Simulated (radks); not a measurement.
The numbers below are computed, except where a source is named.
Removal energies from the lead ion Pb4+, [Xe] 4f14 5d10, by Delta-SCF beside the eigenvalue of the level emptied. Level of theory: scalar-relativistic Kohn-Sham, r2SCAN, spin-polarised, spherical densities, finite nucleus; meta-GGA in the generalised Kohn-Sham scheme; Fermi nuclear charge, rms radius of each element as measured or else 0.836 A^(1/3) + 0.57 fm (a radial shooting solver on a logarithmic mesh with Libxc functionals). Open shells are filled with parallel spins first.

5d: final configuration [Xe] 4f14 5d9; Delta-SCF (eV) 69.992; -eigenvalue (eV) 62.148
5p: final configuration [Kr] 4d10 4f14 5s2 5p5 5d10; Delta-SCF (eV) 138.25; -eigenvalue (eV) 129.15
4f: final configuration [Xe] 4f13 5d10; Delta-SCF (eV) 191.32; -eigenvalue (eV) 175.69
5s: final configuration [Kr] 4d10 4f14 5s1 5p6 5d10; Delta-SCF (eV) 197.69; -eigenvalue (eV) 188.04
